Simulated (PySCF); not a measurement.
The PySCF input:
```python
from pyscf import gto, scf, dft

mol = gto.M(
    atom='''
F     2.088233   -0.843100    1.487142
C     1.349678   -0.211366    0.606089
F     2.108202    0.636485   -0.081847
C     0.073473   -0.391915    0.438488
C    -1.082823    0.040518   -0.349522
F    -1.284924    1.365193   -0.249932
F    -2.212674   -0.554445    0.036908
F    -0.925722   -0.228957   -1.655642
''',
    basis='sto-3g',
    charge=0,
    spin=1,
    verbose=3,
)

mf = dft.UKS(mol)
mf.xc = 'm06'
mf.kernel()
```

### Question
What does this run give for the Mulliken (on the basis functions themselves) charges in atom order, nuclear repulsion energy?

### Answer

| Item | Result |
|---|---|
| Mulliken (on the basis functions themselves) charges in atom order | F1 -0.07, C2 0.22, F3 -0.07, C4 -0.09, C5 0.37, F6 -0.12, F7 -0.12, F8 -0.12 |
| nuclear repulsion energy | 388.2899 Eh |

These values belong to the state on which the SCF converged, which isn't shown to be the lowest.

### Question
Roughly what does it cost on one core?

### Answer
roughly 12 core-seconds.
